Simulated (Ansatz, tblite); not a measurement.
Removing and adding an electron: MnMe2 (C2H6Mn). Total charge 0; sextet. Geometry: r2SCAN-D4/def2-TZVP. Ansatz, gas phase; energy differences of separate SCF runs; the oxidised species is a quintet (the septet lies 0.01 eV higher at PBE0-D4/def2-TZVP); the reduced species is a quintet (the septet lies 1.01 eV higher at PBE0-D4/def2-TZVPD).

```
atom    x (Å)    y (Å)    z (Å)
 Mn1  -0.0318  -0.0081  -0.0020
  C2   0.4743  -1.5635  -1.2624
  H3   1.2760  -2.1880  -0.8486
  H4   0.8286  -1.2087  -2.2383
  H5  -0.3707  -2.2339  -1.4627
  C6  -0.4778   1.5626   1.2622
  H7  -1.5235   1.5511   1.5938
  H8  -0.3124   2.5378   0.7873
  H9   0.1372   1.5507   2.1708
```

The xTB rows come from tblite.

| level | −HOMO (eV) | vertical IE (eV) | −LUMO (eV) | vertical EA (eV) | HOMO–LUMO gap (eV) | IE − EA (eV) | remarks |
| --- | --- | --- | --- | --- | --- | --- | --- |
| GFN2-xTB | – | 11.89 | – | 6.55 | – | 5.34 | – |
| PBE-D4/def2-TZVPD | 5.36 | – | 3.48 | 0.75 | 1.89 | – | HOMO above zero (-1 quintet) |
| PBE0-D4/def2-TZVPD | 6.46 | – | 1.89 | 0.32 | 4.56 | – | HOMO above zero (-1 quintet), spin-contaminated (⟨S²⟩ 6.25) (-1 quintet) |

Task: Estimate the rows for GFN1-xTB, r2SCAN-D4/def2-TZVPD.

Result: 
```tsv
level	−HOMO (eV)	vertical IE (eV)	−LUMO (eV)	vertical EA (eV)	HOMO–LUMO gap (eV)	IE − EA (eV)	remarks
GFN1-xTB	–	13.44	–	5.87	–	7.57	–
r2SCAN-D4/def2-TZVPD	5.52	–	2.50	0.40	3.02	–	HOMO above zero (-1 quintet), spin-contaminated (⟨S²⟩ 6.23) (-1 quintet)
```

Run but left out: HF/def2-TZVP, PBE-D4/def2-TZVP, r2SCAN-D4/def2-TZVP, PBE0-D4/def2-TZVP, MP2/def2-TZVP, CCSD/def2-TZVP, CCSD(T)/def2-TZVP (charge +1 quintet: ⟨S²⟩ 7.03 to 7.23, where a pure state has 6.00).   A HOMO above zero means that the electron is unbound at that level or that self-interaction error raises the level; the energy of removing that electron tells which. HOMO and LUMO are the levels of the spin that leaves or enters (xTB has no such levels and no spin-polarisation term). Other spin states of the ions may lie lower, which would lower the ionisation energy or raise the affinity. Raw xTB energy differences between charge states are shifted by several eV; the methods need an empirical correction for them.
